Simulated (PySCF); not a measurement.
Compound: C5H10GeO.
SMILES with atom numbers: `[CH:1]#[C:2][GeH2:3][O:4][CH:5]([CH3:6])[CH3:7]` (hydrogens: H8 on C1; H9, H10 on Ge3; H11 on C5; H12, H13, H14 on C6; H15, H16, H17 on C7)

Geometry (PBE0-D3(BJ)/def2-SVP, Å), atoms numbered from 1 in this order:
```
atom  x, y, z in Å
C1     3.1543    0.5776    1.4144
C2     2.3237    1.0096    0.6376
Ge3    1.0042    1.6500   -0.5794
O4    -0.1191    0.3210   -0.9378
C5    -0.5466   -0.6084    0.0417
C6    -1.4171    0.0581    1.0950
C7    -1.2723   -1.7175   -0.6942
H8     3.8928    0.2001    2.0998
H9     0.2750    2.8396    0.0668
H10    1.6376    2.0125   -1.9248
H11    0.3410   -1.0413    0.5462
H12   -2.2877    0.5376    0.6204
H13   -1.7801   -0.6761    1.8301
H14   -0.8574    0.8299    1.6475
H15   -2.1646   -1.3158   -1.1991
H16   -1.5879   -2.5121   -0.0015
H17   -0.6158   -2.1562   -1.4591
```

The calculation used TDDFT CAM-B3LYP/def2-SVPD, vertical, gas phase, core orbitals frozen in the response (PySCF). Relativistic effects, spin–orbit coupling among them, are left out although an element past zinc is present.

Kohn–Sham orbitals with the atoms that hold most of them (Löwdin shares over 4%, at most four atoms; ? is withheld):

| orbital | ε (eV) | atoms |
| --- | --- | --- |
| LUMO+2 | 1.20 | C1 31%, C2 28%, Ge3 18%, H8 8% |
| LUMO+1 | 1.06 | Ge3 40%, C1 12%, H9 12%, C2 9% |
| LUMO | 0.61 | ? |
| HOMO | -9.18 | ? |
| HOMO-1 | -9.66 | C2 30%, C1 30%, O4 16%, Ge3 6% |
| HOMO-2 | -9.76 | C2 37%, C1 36%, O4 11%, Ge3 4% |
| HOMO-3 | -10.04 | O4 24%, C2 18%, C1 16%, C5 12% |

Q: Which atoms hold the HOMO, and with what shares?

A: O4 (bonded to C and Ge) 50%; C5 (bonded to 2 C, O and H) 11%; C6 (bonded to C and 3 H) 9%; Ge3 (bonded to C, O and 2 H) 8%. By element: oxygen 50%, carbon 20% or more, germanium 8%.

Q: Which atoms hold the LUMO, and with what shares?

A: Ge3 (bonded to C, O and 2 H) 25%; C1 (bonded to C and H) 22%; C2 (bonded to C and Ge) 21%; O4 (bonded to C and Ge) 8%. By element: carbon 43% or more, germanium 25%, oxygen 8%.

Q: How does S1 compare with the orbital gap of 9.80 eV?

A: S1 is at 5.95 eV (f = 0.0003), 3.84 eV below the gap, made of HOMO-1→LUMO (51%), HOMO-2→LUMO (12%), HOMO→LUMO (10%). Its leading pair isn't HOMO and LUMO; the energies of that pair differ by 10.28 eV. 

Q: Give energy, strength and leading configuration of S4 and S6, and follow the Löwdin shares of the leading atoms from the occupied to the empty orbital.

A: 
- S4 (6.59 eV, f 0.0032), HOMO→LUMO (78%): O4 50% → 8%, C5 11% → at most 9%, Ge3 8% → 25%, C1 at most 9% → 22%
- S6 (7.52 eV, f 0.014), HOMO→LUMO+1 (79%): O4 50% → at most 9%, C5 11% → at most 9%, Ge3 8% → 40%, C1 at most 9% → 12%

Löwdin shares depend on the basis, the more so with diffuse functions.

One conformer stands for the species.
